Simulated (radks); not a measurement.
Results of a calculation; reference values are marked as such.
Q: Cu I, 29 electrons, occupied as [Ar] 3d10 5p1 (not the ground configuration). Code: a radial shooting solver on a logarithmic mesh with Libxc functionals. Model: non-relativistic Kohn-Sham, PBEsol, spin-unpolarised, spherical densities, point nucleus. Some entries of the table are withheld. Estimate them.

orbital  occ.  eigenvalue (eV)  <r^2> (bohr^2)
1s          2        -8744.036             (1)
2s          2        -1044.200             (2)
2p          6              (3)             (4)
3s          2        -116.2258          0.6061
3p          6         -76.5585          0.6764
3d         10         -10.8026           1.408
5p          1          -1.0060             (5)

A: 
(1) 1s <r^2> (bohr^2): 0.003755
(2) 2s <r^2> (bohr^2): 0.06723
(3) 2p eigenvalue (eV): -916.4165
(4) 2p <r^2> (bohr^2): 0.05296
(5) 5p <r^2> (bohr^2): 136.5
